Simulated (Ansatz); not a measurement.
Compare A (`C=N[SiH2]N`) with its isomer B (`NC1N[SiH2]1`).

Computed with Ansatz on PBE0-D4/def2-TZVP structures; ΔE is electronic, products minus reactants. CCSD(T)/CBS is the MP2 limit (def2-TZVPP, def2-QZVPP) plus CCSD(T) − MP2 in def2-TZVPP, frozen cores. DFT in def2-TZVPP. B3LYP here is the variant with VWN-RPA as its local correlation; programs differ in this. Each species was taken in one conformer, which may not be the lowest.

(1) Which isomer does CCSD(T)/CBS put lower? Give the gap. (Best estimate.)

(2) Give E(B) − E(A) in kcal/mol with MP2/def2-TZVPP, CCSD(T)/def2-TZVPP, ωB97M-V, B3LYP-D4, PBE-D4, LDA (SPW92), BLYP-D4. (Estimate.)

(3) Does the order hold for the free energy at 298.15 K (harmonic terms from PBE0-D4)? (An estimate is asked.)

Largest T1 diagnostic: 0.012.

## Answers

(1) Ansatz gave: A, by 40.6 kcal/mol.

(2) Ansatz gave: MP2/def2-TZVPP 40.1, CCSD(T)/def2-TZVPP 41.1, ωB97M-V 39.3, B3LYP-D4 41.6, PBE-D4 34.1, LDA (SPW92) 28.3, BLYP-D4 41.4. None reverses the order clearly.

(3) Ansatz gave: Yes: G(B) − G(A) = +42.9 kcal/mol, for one conformer each.

From BLYP to BHLYP (50 % exact exchange), in def2-TZVPP and without D4, E(B) − E(A) moves by +1.9 kcal/mol. Leaving LDA and LC-ωPBE aside and taking each functional with its dispersion term where it has one, the values, not all of them listed here, spread over 9.5 kcal/mol, from PBE-D4 to BHLYP-D4. LDA lies −5.9 kcal/mol from PBE without D4.
